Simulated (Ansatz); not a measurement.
Species: SiN (charge 0, doublet). SMILES: [Si-]#[N+]
Structure (B3LYP-D3(BJ)/def2-TZVP (Ansatz, a program for electronic structure) minimum search):
```
N
Si 1 1.5675
```
Charge 0, spin multiplicity 2.

Parts of the frozen-core correlation energy in cc-pV(D+d)Z (Ansatz, hartree). Frozen orbitals: 6; correlated occupied orbitals by spin: 5 and 4; virtual: 26 and 27. UHF or UKS for open shells. Spin-orbit coupling is left out. Non-relativistic.

```json
[
 {"term": "reference (HF)", "value": "-343.27731"},
 {"term": "MP2 opposite-spin", "value": "-0.14406"},
 {"term": "MP2 same-spin", "value": "-0.05509"},
 {"term": "CCSD correlation", "value": "-0.23819"},
 {"term": "(T)", "value": "-0.01226"},
 {"term": "CCSDT minus CCSD(T)", "value": "-0.00322"},
 {"term": "CCSDT(Q) minus CCSD(T)", "value": "-0.00556"},
 {"term": "T1 diagnostic", "value": "0.080"},
 {"term": "largest doubles amplitude", "value": "0.095"},
 {"term": "<S^2> of the reference", "value": "1.197"}
]
```
